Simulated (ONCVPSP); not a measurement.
## An all-electron radial function and its pseudo partner (molybdenum)

Columns: radius, all-electron u(r) and pseudo u(r) of the 4p shell (level -38.35 eV) of molybdenum in the configuration [Ar] 3d10 4s2 4p6 4d5 5s1; BLYP, scalar-relativistic, ONCV scheme, ONCVPSP 4.0.1.

```csv
r (bohr),all-electron,pseudo
0.095,0.3196,0.0211
0.190,-0.1772,0.0821
0.285,-0.5158,0.1772
0.380,-0.4599,0.2977
0.475,-0.1761,0.4324
0.570,0.1701,0.5696
0.665,0.4840,0.6981
0.760,0.7267,0.8082
0.855,0.8908,0.8931
0.950,0.9839,0.9485
1.045,1.0189,0.9736
1.140,1.0105,0.9702
1.235,0.9717,0.9423
1.330,0.9135,0.8951
1.425,0.8442,0.8344
1.520,0.7700,0.7657
1.615,0.6951,0.6936
1.710,0.6224,0.6220
1.805,0.5535,0.5535
1.900,0.4897,0.4897
1.995,0.4313,0.4313
2.090,0.3784,0.3784
2.185,0.3310,0.3310
2.280,0.2888,0.2888
2.375,0.2514,0.2514
2.470,0.2185,0.2185
```

(1) How many radial nodes do the two functions have?

(2) At about which radius was the pseudo-wave matched?

(3) Where does each function peak?

(4) Is the pseudo-wave norm-conserving?

Answers

(1) The all-electron 4p function has n − l − 1 = 2; the pseudo-wave has 0, since the states of the same l below it are removed with the core.

(2) 1.90 bohr. The columns agree to 0.0005 from 1.71 bohr on; several derivatives are matched, so the curves merge somewhat inside the radius.

(3) Outermost all-electron maximum near 1.04 bohr, pseudo maximum near 1.04 bohr (to the table’s step).

(4) Yes: the ONCV scheme keeps the norm inside the radius equal to the all-electron one, which fixes the energy derivative of the logarithmic derivative at the level.
